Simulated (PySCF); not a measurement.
Two-dimensional NMR puzzle

Compound of formula C$_{5}$H$_{12}$N$_{2}$OSi. Correlations simulated from computed shifts and the bond graph:

HSQC (one-bond C–H):
| δH | δC |
| --- | --- |
| 7.18 | 162.7 |
| 5.82 | 128.0 |
| 2.79 | 30.4 |
| 2.13 | 24.5 |

COSY cross peaks (H two or three bonds apart, from the bond graph; peaks can be absent where the dihedral angle is near 90°):
| δH | δH |
| --- | --- |
| 7.18 | 5.82 |
| 7.18 | 2.13 |
| 5.82 | 5.10 |

HMBC (two and three bonds, from the bond graph):
| δH | δC |
| --- | --- |
| 7.18 | 128.0, 24.5 |
| 5.82 | 184.8, 162.7, 24.5 |
| 5.10 | 184.8, 162.7, 128.0, 30.4 |
| 2.13 | 162.7, 128.0 |

Carbons without hydrogens: δ 184.8.

- geometry from GFN2-xTB
- NMR shieldings at PBE0/pcSseg-1/GIAO
- program: PySCF 2.14
- averaged over atoms made equivalent by symmetry, fast rotation or ring inversion, no relativistic terms, one computed conformer, no solvent

Referencing at the same level of theory: 1H and 13C vs TMS.

Exchangeable hydrogens are left out of these lists.

Task: Which molecule is this?

Result: `C/C=C\[Si@H](NC)C(N)=O`.

Atoms are numbered as in `[CH3:1]/[CH:2]=[CH:3]\[Si@H:4]([NH:5][CH3:6])[C:7]([NH2:8])=[O:9]`. Hydrogens are named by the atom that carries them.

δC 184.8 is C7, a carbonyl carbon. δC 162.7 is C2, an alkene CH (δH 7.18). δC 128.0 is C3, an alkene CH (δH 5.82). δC 30.4 is C6, a methyl carbon bonded to N (δH 2.79). δC 24.5 is C1, an allylic methyl carbon (δH 2.13). HMBC from δH 5.82 reaches the proton-free carbon C7. HMBC from δH 5.10 reaches the proton-free carbon C7. COSY links 7.18–5.82, 7.18–2.13, 5.82–5.10.

The shifts were computed for this structure.

OH and NH positions are those of a molecule without intermolecular hydrogen bonds; in solution they move with solvent, concentration and temperature, and exchange usually removes their couplings. Shifts are as computed. Against solution values, carbons near 30 ppm lie about +3 ppm off and those near 130 ppm about +5 ppm. Of 1211 compounds with measured shifts, 218 miss one by over three times the rms of a fit or turn the order of signals round; such compounds aren't used in these exercises. Hydrogen bonding in solution deshields acid and N–H amide carbonyl carbons by as much as 10 ppm beyond these values.
